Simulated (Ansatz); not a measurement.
A geometry relaxed with r2SCAN-D4/def2-SVP (Ansatz, a first-principles code), charge 0, multiplicity 1:

```xyz
18

H     -1.2725     3.0223     0.1246
H      4.0940    -0.7234     0.0306
N     -3.8870     1.4591     0.0121
C     -2.8600     0.9078     0.0007
C      0.6324    -1.4442    -0.0587
H      0.8037     2.8929     0.1421
C      0.7780    -0.0265     0.0106
C     -1.6385     0.1572    -0.0173
C      2.1639     0.3465     0.0501
C      3.0033    -0.7316     0.0126
C     -1.7586    -1.2497    -0.0862
C     -0.3769     0.8117     0.0324
H      2.5158     1.3764     0.1046
S      2.1725    -2.2527    -0.0725
H     -2.7525    -1.7011    -0.1228
H     -0.7198    -3.1420    -0.1607
C     -0.6246    -2.0541    -0.1073
B     -0.2734     2.3514     0.1051
```

Task: Write the SMILES of this molecule.

Result: `Bc1c(C#N)ccc2sccc12`
